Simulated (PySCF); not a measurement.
Spinor energies of Co⁺ (cobalt, charge +1)

Start: [Ar] 3d7 4s1; 3d3/2 filled at m_j = +1/2, +3/2; 3d5/2 filled at m_j = -3/2, -1/2, +1/2, +3/2, +5/2; 4s1/2 filled at m_j = +1/2. Calculated with PySCF 2.14 in x2c-SVPall-2c with one added diffuse shell each of s, d type (6s5p4d1f, 48 functions): generalised Hartree-Fock with the X2C-1e Hamiltonian and a Gaussian nucleus; one run each with spin-orbit coupling (SO) switched off, then screened by Boettger's factors. This is a chosen level, not necessarily the ground level.

```
spinor shell  electrons  ε, spin-free (eV)  ε, screened SO (eV)  weight of nominal j (screened SO)  rms radius, screened SO (bohr)
       1s1/2          2            -7782.9              -7782.9                              1.000                          0.0649
       2s1/2          2            -973.36              -973.32                              1.000                           0.276
       2p1/2          2            -831.39              -842.00                              0.996                           0.247
       2p3/2          4            -831.39              -826.13                              0.998                           0.250
       3s1/2          2            -134.38              -134.36                              1.000                           0.832
       3p1/2          2            -91.079              -93.409                              0.635                           0.889
       3d5/2          5            -26.783              -27.879                              0.581                            1.14
       3d3/2          2            -26.783              -24.049                              0.679                            1.18
       4s1/2          1            -15.772              -15.771                              1.000                            2.93
```

Q: Where does 3p3/2 lie, and what is the 3p spin-orbit splitting (screened SO)?

A: At -89.906 eV, 3.503 eV above 3p1/2.

| quantity | spin-free | screened SO |
| --- | --- | --- |
| E (hartree) | -1391.40442 | -1391.42639 |
| M_J | 5 | 5 |
| ⟨J²⟩ | 30.005 | 30.005 |
| ⟨L²⟩ | 12.003 | 12.017 |
| ⟨S²⟩ | 6.002 | 5.996 |

Each row is a mean over spinors that exchange with the open shell spreads, by up to 14.001 eV (3p3/2).

Rows whose weight is well below 1 are mixtures of j = l ± 1/2: exchange outweighs spin-orbit coupling there, and the label is only the starting occupation.

Without spin-orbit coupling the j labels of p, d and f shells carry no meaning; the spin-free column gives the mean over the occupied spinors of each nl shell.
